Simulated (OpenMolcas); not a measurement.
Computed levels of Nb V

```yaml
Program: OpenMolcas 26.06
Method: RASSCF
Basis: ANO-RCC-VTZP [7s6p4d2f1g]
Scalar_Hamiltonian: DKH2, point nucleus
Active_space: 7 electrons in 8 orbitals (RAS1 4p, at most 2 holes; RAS2 4d)
State_averaging: 2S+1 = 2 even, 5 roots
Spin-orbit_coupling: state interaction with AMFI integrals over the reference wave functions, term energies averaged over their components
```

With spin-orbit coupling, above the lowest level:

```csv
Configuration,Term,J,E (cm-1),Measured (cm-1),g,Term weight %
4d,2D,3/2,0.0,0.0,0.800,100
4d,2D,5/2,2069,1870,1.200,100
```

Against the measured value (Moore, Atomic Energy Levels, vol. II, NSRDS-NBS 35 (1971 reprint of NBS Circular 467, 1952)): 4d 2D 5/2: computed 2069, measured 1870 cm-1 (+10.6 %).

Spin-orbit coupling puts the lowest level 1241 cm-1 below the lowest spin-free term.

Without dynamic correlation excited terms often stand tens of per cent too high (terms of higher spin than the ground term too low), and those without a measured partner can miss by more than the paired ones. Active for correlation alone: 4p; no level in the range computed is led by a configuration that opens it, so any true level of that kind is missing. Computed and measured levels are paired by configuration, term and J; levels that our copy of the source lacks, or whose pairing is in doubt (as where it misses far off the trend of its configuration), stay unpaired and out of the deviations. Levels of configurations outside the active space are missing. The first state left out of the spin-orbit step lies near 580000 cm-1 above the lowest spin-free state of the reference (among the parities and spins computed), and the list stops at four fifths of that energy or lower.

The RASSCF and RASSI steps took 7.2 s on 1 thread of AMD EPYC 7R13 Processor (Zen 3) (shared host); the integral step is not counted.

The term weight is that of the spin-free term in the level, not the purity of its configuration.
